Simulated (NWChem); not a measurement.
Molecule: C₂H₄F₂OSi; SMILES F[Si]1(OCC1)F

```xyz
10

F      0.0126     1.4005    -1.2843
Si    -0.0287     0.4097     0.0000
F      0.0126     1.4005     1.2843
C     -1.1804    -1.0573     0.0000
C      0.1618    -1.8464     0.0000
O      1.1619    -0.7711     0.0000
H     -1.8022    -1.2002    -0.9039
H     -1.8022    -1.2002     0.9039
H      0.2977    -2.4772     0.9036
H      0.2977    -2.4772    -0.9036
```
Atoms are numbered in this order, from 1.

Program: NWChem. All runs use the structure optimised with PBE-D3(BJ)/def2-SVP. Level M06-L/def2-SVP: energy and gradient on several grids; changes count from the extra-fine grid, which is no exact limit either.

Question: Which is the coarsest grid (coarse; xcoarse; xfine; fine; medium) from which on the energy stays within 100 μHa and each gradient component within 200 μHa/bohr of xfine?

Answer: fine.
| grid | size of the energy change (μHa) | largest change of a gradient component (μHa/bohr) | time, medium = 1 (rough) |
|---|---|---|---|
| xcoarse | 20000 | 5000 | about 1 |
| coarse | 2000 | 800 | about 1 |
| medium | < 10 | 300 | about 1 |
| fine | < 10 | 70 | about 1 |
| xfine | < 10 | < 30 | 2 |
